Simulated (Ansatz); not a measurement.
# Energy profile

The step: BClF₂ ([F][B]([F])[Cl]) + NH₃ → BNH₂F₂ ([NH2][B]([F])[F]) + HCl; bonds formed: Cl2–H5; dative contacts that become bonds: B1–N6; bonds broken: B1–Cl2, H5–N6 (atoms numbered as in the saddle structure below).

| atom | x (Å) | y (Å) | z (Å) |
| --- | --- | --- | --- |
| B1 | -0.4116 | 0.6490 | -0.3063 |
| Cl2 | 1.2572 | -0.7405 | -1.6354 |
| F3 | -1.5401 | 0.4436 | -0.9458 |
| F4 | 0.1532 | 1.8343 | -0.2739 |
| H5 | 0.7488 | -0.8498 | -0.1281 |
| N6 | -0.0006 | -0.3546 | 0.7352 |
| H7 | -0.7228 | -0.9998 | 1.0314 |
| H8 | 0.5159 | 0.0176 | 1.5229 |

Electronic energies by CCSD(T) at an estimated basis limit (MP2 extrapolated from triple and quadruple zeta, plus CCSD(T) − MP2 in triple zeta), on PBE0-D4/def2-TZVP structures; BNH$_{3}$ClF$_{2}$, singlet; no counterpoise correction. Computed with Ansatz 0.2.0 (basis: def2-TZVPP and def2-QZVPP); correlated methods freeze the cores. Extrapolation: Hartree–Fock as exp(−7.88 √X), correlation as X^−2.97.

**Question.** Give the profile in kJ/mol, counted from the separated reactants. (To be estimated.)

**Answer.** By the calculation:
| point | kJ/mol |
| --- | --- |
| separated: BClF$_{2}$ (linked as [F][B]([F])[Cl]; B1, Cl2, F3, F4; singlet) + NH$_{3}$ (H5, N6, H7, H8; singlet) | 0.0 |
| start structure | -99.9 |
| saddle | 23.0 |
| end structure | -47.5 |
| separated: BNH$_{2}$F$_{2}$ (linked as [NH2][B]([F])[F]; B1, F3, F4, N6, H7, H8; singlet) + HCl (Cl2, H5; singlet) | -38.1 |

The T1 diagnostic stays at or below 0.012.

The step is the kind of exchange with an N–H group that builds nitride films in atomic layer and chemical vapour deposition.

For scale, one of the runs: CCSD(T)/def2-TZVPP, 208 basis functions, launched by `ansatz run in.yaml --threads 4 --pin off --events-out ev --progress --plain --max-ram 9574MiB`. Hardware: 4 CPU threads of an Arm Neoverse V2, shared host. Wall time 67 s; peak host memory 3 GiB.
